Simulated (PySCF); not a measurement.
Predicted microwave data (PBE0/def2-SVPD in PySCF (dipole) on a GFN2-xTB geometry, gas phase) for one isomer of C5H3ClO2:

| Quantity | Value |
| --- | --- |
| Rotational constants | A = 3816, B = 1208, C = 917.4 MHz |
| Dipole components | \|μa\| = 2.74 D, \|μb\| = 2.97 D, \|μc\| = 0.00 D |
| Inertial defect | 0.00 u·Å² |
| κ | -0.80 |

**Question.** Which structure is it? (One computed conformer of each.)
A. `c1(=O)cc(cco1)Cl`
B. `[O:1]=[C:2]([Cl:3])[c:4]1[cH:5][cH:6][cH:7][o:8]1` with O1–C2–C4–C5 0° (2-furoyl chloride)

**Answer.** A. It is O=c1cc(Cl)cco1, an asymmetric top, point group Cs. The candidates at the same level (rigid rotor, commonest isotopes):

```
        SMILES  A (MHz)  B (MHz)  C (MHz)  μa (D)  μb (D)  μc (D)  Δ (u·Å²)  point group           rotor
O=c1cc(Cl)cco1     3816     1208    917.4    2.74    2.97    0.00      0.00           Cs  asymmetric top
O=C(Cl)c1ccco1     3925     1290    971.0    4.44    0.96    0.00      0.00           Cs  asymmetric top
```

`O=C(Cl)c1ccco1` has B 7 % too high. In the right answer the mirror of this Cs structure is the ab plane, so μc vanishes by symmetry. No structure here is proved a minimum.
